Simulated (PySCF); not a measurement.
B(vinyl)(OH)(OMe) (C3H7BO2), SMILES C=CB(O)OC.

Coordinates come from a PBE0-D3(BJ)/def2-SVP optimisation. One conformer was computed; it need not be the lowest.

The numbers are results of PBE/def2-TZVP (PySCF), not measurements.

Q: Estimate the frontier levels, gap, dipole moment and polarisability. (An estimate is asked for; the answer gives what the named calculation found.)

A: 
highest occupied level: -6.76 eV
lowest empty level: -1.63 eV
orbital gap: 5.13 eV
dipole moment: 1.67 D
quadrupole, principal values (traceless, Buckingham form, about the centre of nuclear charge): -3.41, -1.20, 4.61 D·Å
mean static polarisability: 59.4 bohr³ (8.80 Å³)
polarisability, principal values: 43.0, 62.9, 72.2 bohr³
